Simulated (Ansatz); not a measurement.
`C#C[SiH2][GaH2]` + `FC[SiH3]` → `F[CH]([SiH3])[GaH2]` + `C#C[SiH3]` at 500 K and 1 bar (formal exchange of groups at a Ga–Si bond).

Calculated with Ansatz (gas phase, PBE0-D4/def2-TZVP geometries, no zero-point term in ΔE). CCSD(T)/CBS adds triple-zeta CCSD(T) − MP2 to the extrapolated MP2 energy (def2 sets, frozen cores). For Ga outer-core shells are correlated without core-valence functions, which leaves a few kJ/mol of doubt a bond. Scalar relativity is left out up to krypton.

```
              species  CCSD(T)/CBS energy (Eh)  H − E (kJ/mol)  S (J/(mol·K))
    `C#C[SiH2][GaH2]`              -2292.05082           175.8          423.9
           `FC[SiH3]`               -429.90570           175.1          332.8
`F[CH]([SiH3])[GaH2]`              -2354.42561           197.0          422.8
          `C#C[SiH3]`               -367.52081           145.9          311.6
```

H − E and S are ideal-gas, rigid-rotor, harmonic terms from PBE0-D4/def2-TZVP, for one conformer and one mirror image of each species. 1 Eh = 2625.50 kJ/mol, R = 8.31446 J/(mol·K).

Problem. By hand: ΔE, ΔH, ΔS and ΔG.

Solution. ΔE = (-2354.42561) + (-367.52081) − (-2292.05082) − (-429.90570) = 0.01010 Eh = 26.5 kJ/mol. Δ(H − E) = 197.0 + 145.9 − 175.8 − 175.1 = -8.0, so ΔH = 18.5 kJ/mol. ΔS = 422.8 + 311.6 − 423.9 − 332.8 = -22.3 J/(mol·K). ΔG = 18.5 − 500 × (-22.3)/1000 = 29.6 kJ/mol.

Problem. By hand: the equilibrium constant, and the temperature at which ΔG would vanish if ΔH and ΔS stayed fixed.

Solution. log₁₀ K = −ΔG/(RT ln 10) = -3.1. ΔH and −TΔS have one sign here, so there is no such temperature.

TΔS isn't small against ΔH here. A doubt of 5 kJ/mol in ΔE shifts log₁₀ K by 0.5 here. Other conformers and mirror images would add mixing entropy, several J/(mol·K) or more a flexible species. Modes under 60 cm⁻¹, often nearly free rotors, make the harmonic entropy too high. These are equilibria of isolated gas molecules and say nothing of rates. Largest T1 diagnostic: 0.014 (customary marks: 0.02 for closed shells, 0.045 for open ones).
